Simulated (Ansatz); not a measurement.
Geometry optimisation, RKS B3LYP/def2-SVP in Ansatz 0.2.0.

Input file:

```yaml
crystal:
  periodic: [false, false, false]
  atoms:
    - { symbol: C, position_ang: [-1.3938, 1.116, 0.1398] }
    - { symbol: B, position_ang: [0.0986, 0.8732, 0.3838] }
    - { symbol: S, position_ang: [0.9173, 1.6265, 1.8776] }
    - { symbol: C, position_ang: [1.0299, 0.0362, -0.6602] }
    - { symbol: Si, position_ang: [0.4101, -1.7695, -0.6706] }
    - { symbol: H, position_ang: [-1.8467, 1.827, 0.9296] }
    - { symbol: H, position_ang: [-0.76934, 0.0926, 0.30487] }
    - { symbol: H, position_ang: [-1.5284, 1.6868, -0.8566] }
    - { symbol: H, position_ang: [0.677, 0.5036, 2.7131] }
    - { symbol: H, position_ang: [0.8353, 0.4518, -1.6506] }
    - { symbol: H, position_ang: [2.0189, 0.0651, -0.3567] }
    - { symbol: H, position_ang: [1.2787, -2.5242, -1.5547] }
    - { symbol: H, position_ang: [0.4843, -2.2846, 0.6899] }
    - { symbol: H, position_ang: [-1.0161, -1.8447, -1.0799] }
basis:
  gaussian: { orbitals: def2-SVP }
hamiltonian:
  xc: b3lyp
relax:
  f_tol: 0.02
  max_steps: 50
output:
  orbitals: {}
```

Launched with:

```bash
$ ansatz run input.yaml --threads 2 --pin off --max-ram 3072MiB --backend cpu --events-out ev --progress --plain --runs-dir out
```

Q: Where does it end, and by what steps?

A: It converged. The force dipped under the threshold on the way, but the program's further checks kept it going. After 22 steps the energy has fallen by 4.176 eV; H7 moved furthest, 1.55 Å. Parted: B2–H7.

| step | energy less start (eV) | largest force component (eV/Å) | accepted |
| --- | --- | --- | --- |
| 0 | 0.0000 | 5.825 | yes |
| 1 | -1.8340 | 3.572 | yes |
| 2 | -2.6870 | 1.748 | yes |
| 3 | -3.0689 | 1.532 | yes |
| 4 | -3.3502 | 1.089 | yes |
| 5 | -3.5695 | 0.982 | yes |
| 6 | -3.7530 | 0.889 | yes |
| 7 | -3.9116 | 0.832 | yes |
| 8 | -4.0325 | 0.580 | yes |
| 9 | -4.1352 | 0.335 | yes |
| 10 | -4.1356 | 0.394 | yes |
| 11 | -4.1513 | 0.284 | yes |
| 12 | -4.1618 | 0.302 | yes |
| 13 | -4.1709 | 0.083 | yes |
| 14 | -4.1722 | 0.083 | yes |
| 15 | -4.1419 | 0.651 | no |
| 16 | -4.1736 | 0.016 | yes |
| 17 | -4.1739 | 0.108 | yes |
| 18 | -4.1749 | 0.028 | yes |
| 19 | -4.1753 | 0.021 | yes |
| 20 | -4.1757 | 0.039 | yes |
| 21 | -4.1756 | 0.050 | no |
| 22 | -4.1758 | 0.012 | yes |

```xyz
14
Properties=species:S:1:pos:R:3
C -1.390 1.401 0.055
B 0.011 0.806 0.474
S 0.516 1.072 2.193
C 0.898 0.003 -0.545
Si 0.560 -1.866 -0.488
H -1.991 1.809 0.882
H -1.995 0.646 -0.476
H -1.224 2.218 -0.673
H 1.728 0.467 2.166
H 0.689 0.319 -1.583
H 1.980 0.124 -0.366
H 1.328 -2.559 -1.567
H 0.978 -2.434 0.828
H -0.892 -2.150 -0.689
```

Whether the end is a true minimum wasn't checked by a vibrational analysis.

Time of the run: 41 s on 2 threads of AMD EPYC 9R45 96-Core Processor (Zen 5) (shared host), peak memory 0.32 GiB.
